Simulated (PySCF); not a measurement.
Computed shifts of a molecule C3H7NO, PBE0/pcSseg-1 in PySCF, GIAO, gas phase, equivalent atoms averaged, in ppm (number of nuclei): ¹³C: 164.0 (1), 37.8 (1), 31.4 (1). ¹⁵N: 124.3 (1). ¹H: 7.98 (1), 3.11 (3), 3.02 (3). References: ¹³C against TMS (σ = 186.3 ppm); ¹⁵N against NH3 (σ = 267.4 ppm); ¹⁷O against H2O (σ = 334.2 ppm); ¹H against TMS (σ = 31.56 ppm), references at their B3LYP-D3(BJ)/def2-TZVP geometries, non-relativistic. The structure is a stationary point at PBE0-D3(BJ)/def2-SVP. Other conformers were not sampled.

### Question
Identify the compound among the candidates.
A. C/N=C/OC
B. CN(C)C=O
C. C/N=C\CO

### Answer
B, CN(C)C=O
